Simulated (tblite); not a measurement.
C7H7Cl (charge -1 and doublet state).
Atom-mapped SMILES: `[CH3:1][C@@:2]12[CH-:3][CH:4][C@@H:5]1[CH:6]=[C:7]2[Cl:8]` (hydrogens: H9, H10, H11 on C1; H12 on C3; H13 on C4; H14 on C5; H15 on C6)

The geometry is computed with GFN2-xTB (gas phase). This method treats the open shell by occupation alone, without spin polarisation.

Q: Give the optimised bond lengths and angles.

A: 
| bond | length (pm) |
| --- | --- |
| C1–C2 | 151.5 |
| C2–C3 | 149.7 |
| C3–C4 | 136.2 |
| C4–C5 | 150.2 |
| C5–C6 | 150.6 |
| C6=C7 | 137.6 |
| C7–Cl8 | 184.2 |
| C2–C5 | 157.1 |
| C2–C7 | 152.6 |
| C1–H9, C1–H10, C1–H11 | 109.1 |
| C3–H12 | 108.0 |
| C4–H13 | 108.3 |
| C5–H14 | 109.5 |
| C6–H15 | 107.8 |

Bonds in one row agree within 1 pm and their mean is given. A selection of angles:
| angle | degrees |
| --- | --- |
| C1–C2–C3 | 120.2 |
| C1–C2–C5 | 125.6 |
| C1–C2–C7 | 117.7 |
| C3–C2–C5 | 86.1 |
| C3–C2–C7 | 114.0 |
| C5–C2–C7 | 84.7 |
| C2–C3–C4 | 94.1 |
| C3–C4–C5 | 93.9 |
| C4–C5–C6 | 110.9 |
| C2–C5–C4 | 85.9 |
| C2–C5–C6 | 87.8 |
| C5–C6–C7 | 92.7 |
| C6–C7–Cl8 | 125.4 |
| C2–C7–C6 | 94.5 |
| C2–C7–Cl8 | 122.7 |

Dihedral angles: C1–C2–C3–C4 129° (anticlinal); C2–C3–C4–C5 0° (synperiplanar); C3–C4–C5–C6 86° (synclinal); C4–C5–C6–C7 -89° (synclinal); C5–C6–C7–Cl8 140° (anticlinal); C1–C2–C5–C4 -125° (anticlinal); C1–C2–C7–C6 -132° (anticlinal).

The 4-membered ring C2–C3–C4–C5 has internal angles of 85.9° to 94.1°; it is planar, 0.00 Å rms from its mean plane, widest ring torsion 0°. The 4-membered ring C2–C5–C6–C7 has internal angles of 84.7° to 94.5°; it is almost planar, 0.03 Å rms from its mean plane, widest ring torsion 4°. C6 (carbon bonded to 2 C and H) is almost planar (angles 134.7°, 130.4° and 92.7°, sum 357.8°, 0.10 Å off the plane of its three neighbours). C7 (carbon bonded to 2 C and Cl) is pyramidal (angles 125.4°, 122.7° and 94.5°, sum 342.6°, 0.38 Å off the plane of its three neighbours). C4 (carbon bonded to 2 C and H) is almost planar (angles 133.2°, 129.9° and 93.9°, sum 357.0°, 0.12 Å off the plane of its three neighbours). The C–C distances run from 1.362 Å (C3–C4, drawn single) to 1.571 Å (C2–C5, drawn single), a spread of 0.209 Å. C3 (carbon bonded to 2 C and H) is almost planar (angles 133.9°, 130.5° and 94.1°, sum 358.5°, 0.09 Å off the plane of its three neighbours).

Point group: C1 (no symmetry element, even within 0.4 Å). Its GFN2-xTB frequencies are all real (lowest 111 cm⁻¹). Whether the extra electron is bound in the gas phase wasn't checked; a finite basis holds it in any case.
